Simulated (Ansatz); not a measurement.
```xyz
10

Br    1.825    1.532    0.756
C     0.113    0.833    0.193
C     0.127    0.053   -1.139
O    -0.356   -1.241   -0.718
Si   -0.435   -0.827    0.895
H    -0.586    1.665    0.213
H     1.128   -0.036   -1.566
H    -0.551    0.477   -1.885
H     0.532   -1.531    1.772
H    -1.799   -0.926    1.477
```

The species carries charge 0 and has multiplicity 1.

(1) List the PBE0/def2-TZVPP orbital energies in eV (Ansatz). (Best estimate.)

Answers

(1) Ansatz gave: Occupied: -13150.15, -1803.43, -1705.04, -1535.61, -1535.52, -1535.51, -522.81, -280.16, -279.77, -238.86, -179.30, -178.99, -178.99, -145.68, -100.38, -100.33, -100.31, -72.78, -72.69, -72.69, -72.44, -72.44, -28.84, -22.85, -20.11, -17.74, -14.73, -13.74, -13.39, -12.51, -11.08, -10.44, -9.81, -9.60, -8.34, -8.07, -7.66. Lowest empty: -0.51, -0.38, 0.82, 1.77, 1.98, 2.40, 2.69, 3.43.
